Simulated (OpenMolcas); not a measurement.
Computed transition rates of O+

```json
{
 "Program": "OpenMolcas 26.06",
 "Method": "SS-CASPT2, IPEA 0.25 Eh, imaginary shift 0.1 Eh (closed shells correlated: 1s)",
 "Basis": "ANO-RCC-VTZP [4s3p2d1f]",
 "Scalar Hamiltonian": "DKH2, point nucleus",
 "Active space": "5 electrons in 8 orbitals (2s 2p 3s 3p)",
 "State averaging": "2S+1 = 4 odd, 1 root; 2S+1 = 2 odd, 8 roots; 2S+1 = 4 even, 3 roots; 2S+1 = 2 even, 9 roots",
 "Spin-orbit coupling": "state interaction with AMFI integrals over the reference wave functions, term energies averaged over their components"
}
```

Rates come from the transition moments of the reference wave functions (E1 and E2 in the length form). At fixed line strength A goes as λ^-3 for E1 and M1 and as λ^-5 for E2, so a rate at the computed wavelength can be rescaled to the measured one. Measured vacuum wavelengths follow from level energies in NIST Handbook of Basic Atomic Spectroscopic Data. Branching counts decays inside the model space alone, at computed energies, and the table is only a selection of the E1 lines, drawn from those between levels with measured partners whose computed energy lies within a factor of 1.5 of the measured one.

```tsv
Upper	Lower	Type	λ computed (nm)	λ measured (nm)	A computed (s-1)	A rescaled (s-1)	Branching %
2s 2p⁴ ²D_5/2	2s² 2p³ ²D°_5/2	E1	71.23	71.85	3.68e+09	3.59e+09	84.7
2s 2p⁴ ²D_3/2	2s² 2p³ ²D°_3/2	E1	71.24	71.86	3.56e+09	3.47e+09	82.0
2s 2p⁴ ⁴P_1/2	2s² 2p³ ⁴S°_3/2	E1	82.92	83.28	1.61e+09	1.59e+09	100.0
2s 2p⁴ ⁴P_3/2	2s² 2p³ ⁴S°_3/2	E1	82.97	83.33	1.61e+09	1.59e+09	100.0
2s 2p⁴ ⁴P_5/2	2s² 2p³ ⁴S°_3/2	E1	83.06	83.45	1.60e+09	1.58e+09	100.0
2s 2p⁴ ²D_5/2	2s² 2p³ ²P°_3/2	E1	78.76	79.67	4.12e+08	3.98e+08	9.5
2s 2p⁴ ²D_3/2	2s² 2p³ ²D°_5/2	E1	71.24	71.85	3.92e+08	3.82e+08	9.0
2s 2p⁴ ²D_3/2	2s² 2p³ ²P°_1/2	E1	78.76	79.66	3.36e+08	3.25e+08	7.7
2s 2p⁴ ²D_5/2	2s² 2p³ ²D°_3/2	E1	71.23	71.86	2.52e+08	2.45e+08	5.8
2s 2p⁴ ²D_3/2	2s² 2p³ ²P°_3/2	E1	78.77	79.66	5.53e+07	5.35e+07	1.3
```

The largest correction is for 2s 2p⁴ ²D_5/2 → 2s² 2p³ ²P°_3/2 (E1): 4.12e+08 × (78.76 / 79.67)^3 = 3.98e+08 s-1, a factor of 0.97.

The computed rate and branching of 2s 2p⁴ ⁴P_1/2 → 2s² 2p³ ⁴S°_3/2 give the upper level a radiative lifetime of 1.000 / 1.61e+09 s-1 = 6.21e-10 s, counting decays inside the model space alone. The rescaled rate gives about 6.3e-10 s.

The computed order of these levels differs from the measured one in 3 places, and where term gaps are wrong the rates of spin-changing lines can be off by large factors.

No measured rate stands beside these. Rescaling mends the energy factor alone: line strengths can still be far off where a level mixes with configurations outside the active space, and weak or spin-changing lines hang on small mixing coefficients that depend on the term gaps too, so rescaling need not improve them.

CASPT2 breaks the degeneracy within a term, and the mean is taken; among the terms shown or strongly mixed into the levels shown the widest spread is 110 cm-1 (2s 2p⁴ ²D). The run also gave levels led by 2s² 2p² 3s, which use shells meant for correlation; these and all levels above them are left out. Computed and measured levels are paired by configuration, term and J; levels that our copy of the source lacks, or whose pairing is in doubt (as where it misses far off the trend of its configuration), stay unpaired. Only configurations of the active space appear.

° marks odd parity.
